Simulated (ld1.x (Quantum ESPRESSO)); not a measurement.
# antimony: variants of one TM potential

Base potential:

| Property | Result |
| --- | --- |
| Element | antimony |
| Generator | ld1.x (Quantum ESPRESSO) 7.5 |
| Type | norm-conserving Troullier–Martins (Kleinman–Bylander form) |
| Functional | Wu–Cohen |
| Relativity | fully relativistic |
| Frozen core | [Ar] 3d10 |
| Valence charge | 23 |
| Reference configuration | 4s2 4p6 4d10 5s2 5p3 |
| Partial waves | 4s (bound): rc 0.90 bohr; 4d (bound): rc 0.90 bohr; 4p (bound): rc 1.35 bohr |
| Local potential | the p channel |
| Core correction | Bessel-smoothed model core inside 0.55 bohr |

Open shells are filled in proportion to 2j + 1 (rel_dist='average').

Occupied shells without a wave of their own: 5p, 5s. They enter only through the test configuration that unscreens the potential, and ld1.x also counts them in the model core charge.

All-electron outer shells of the reference configuration (Wu–Cohen, scalar-relativistic, ld1.x):

| shell | level (eV) | outermost node (bohr) | outermost maximum (bohr) |
| --- | --- | --- | --- |
| 3p | -750.32 | 0.13 | 0.29 |
| 3d | -515.88 | – | 0.24 |
| 4s | -148.67 | 0.39 | 0.73 |
| 4p | -101.66 | 0.39 | 0.76 |
| 4d | -33.43 | 0.38 | 0.84 |
| 5s | -12.89 | 0.95 | 1.90 |
| 5p | -4.84 | 1.04 | 2.32 |

Cutoffs, loose and tight: the cutoffs (Ry, on a coarse ladder) from which the occupation-weighted sum of valence levels, in a spherical-Bessel basis at the reference potential, stays within 10 and 1 mRy of its value at 400 Ry. They do not see the model core or the augmentation charge, which bear on the density cutoff. Test errors are all-electron minus pseudo excitation energies from the reference, over the configurations 4s2 4p6 4d10 5s2 5p2; 4s2 4p6 4d10 5s2 5p1; 4s2 4p6 4d10 5s2 5p0; 4s2 4p6 4d10 5s2 5p3.3; 4s2 4p6 4d9 5s2 5p3; 4s2 4p6 4d10 5s1 5p3; 4s2 4p6 4d10 5s2 5p2.5. A dash means not determined; rows that change the core or the reference have their own tests.

With those shells counted twice in exchange and correlation these files are broken, and their errors move erratically; no question is asked of them.

Cutoffs are not given where the Bessel-basis levels miss the radial ones by over 6 mRy, ghosts where they miss by over 20 mRy; a channel whose overlap is not positive is not tested.

| change | outcome | bound ghosts | largest test error (meV) |
| --- | --- | --- | --- |
| base | generated, misses its reference levels by 5.84 eV | not determined | -4156 |
| wave 4p (bound): rc 1.35 bohr becomes 4p (bound): rc 0.88 bohr | generated, misses its reference levels by 5.85 eV | not determined | -1746 |
| wave 4p (bound): rc 1.35 bohr becomes 4p (bound): rc 1.06 bohr | generated, misses its reference levels by 5.85 eV | not determined | -2238 |
| wave 4p (bound): rc 1.35 bohr becomes 4p (bound): rc 1.20 bohr | generated, misses its reference levels by 5.84 eV | not determined | -3138 |
| wave 4p (bound): rc 1.35 bohr becomes 4p (bound): rc 1.28 bohr | generated, misses its reference levels by 5.84 eV | not determined | -3627 |
| wave 4p (bound): rc 1.35 bohr becomes 4p (bound): rc 1.48 bohr | generated, misses its reference levels by 5.83 eV | not determined | -5127 |
| wave 4p (bound): rc 1.35 bohr becomes 4p (bound): rc 1.58 bohr | generated, misses its reference levels by 5.82 eV | not determined | -5477 |
| wave 4p (bound): rc 1.35 bohr becomes 4p (bound): rc 1.72 bohr | generated, misses its reference levels by 5.82 eV | not determined | -5169 |
| wave 4p (bound): rc 1.35 bohr becomes 4p (bound): rc 1.92 bohr | generated, misses its reference levels by 5.81 eV | not determined | -3276 |
| wave 4p (bound): rc 1.35 bohr becomes 4p (bound): rc 2.00 bohr | generated, misses its reference levels by 5.81 eV | not determined | -1570 |
